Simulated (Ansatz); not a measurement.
`C[N]([GeH3])[InH2]` + `N[SiH3]` → `[SiH3][NH][GeH3]` + `C[NH][InH2]` at 600 K and 1 bar (ligand exchange at a Ge–N bond).

Program: Ansatz. Geometries: PBE0-D4/def2-TZVP. ΔE: electronic, gas phase. CBS: MP2 limit from def2 TZ/QZ plus the TZ coupled-cluster correction, frozen cores. This one scheme is used for every species. Elements past krypton have def2 core potentials. For Ge, In outer-core shells are correlated without core-valence functions, which leaves a few kJ/mol of doubt a bond. Scalar relativity is left out up to krypton.

```tsv
species	CCSD(T)/CBS energy (Eh)	H − E (kJ/mol)	S (J/(mol·K))
`C[N]([GeH3])[InH2]`	-2363.46641	277.7	488.4
`N[SiH3]`	-346.80422	170.6	320.8
`[SiH3][NH][GeH3]`	-2424.11992	226.9	430.3
`C[NH][InH2]`	-286.14916	222.1	392.4
```

H − E and S are ideal-gas, rigid-rotor, harmonic terms from PBE0-D4/def2-TZVP, for one conformer and one mirror image of each species. 1 Eh = 2625.50 kJ/mol, R = 8.31446 J/(mol·K).

Problem. By hand: ΔE, ΔH, ΔS and ΔG.

Solution. ΔE = (-2424.11992) + (-286.14916) − (-2363.46641) − (-346.80422) = 0.00155 Eh = 4.1 kJ/mol. Δ(H − E) = 226.9 + 222.1 − 277.7 − 170.6 = 0.7, so ΔH = 4.8 kJ/mol. ΔS = 430.3 + 392.4 − 488.4 − 320.8 = 13.5 J/(mol·K). ΔG = 4.8 − 600 × (13.5)/1000 = -3.3 kJ/mol.

Problem. By hand: the equilibrium constant, and the temperature at which ΔG would vanish if ΔH and ΔS stayed fixed.

Solution. log₁₀ K = −ΔG/(RT ln 10) = 0.3. ΔG = 0 at ΔH/ΔS = 356 K, though so small a ΔH makes that figure unsure.

TΔS isn't small against ΔH here. The sign of ΔG lies within the doubt. A doubt of 5 kJ/mol in ΔE shifts log₁₀ K by 0.4 here. Other conformers and mirror images would add mixing entropy, several J/(mol·K) or more a flexible species. Modes under 60 cm⁻¹, often nearly free rotors, make the harmonic entropy too high. These are equilibria of isolated gas molecules and say nothing of rates. Largest T1 diagnostic: 0.016 (customary marks: 0.02 for closed shells, 0.045 for open ones).
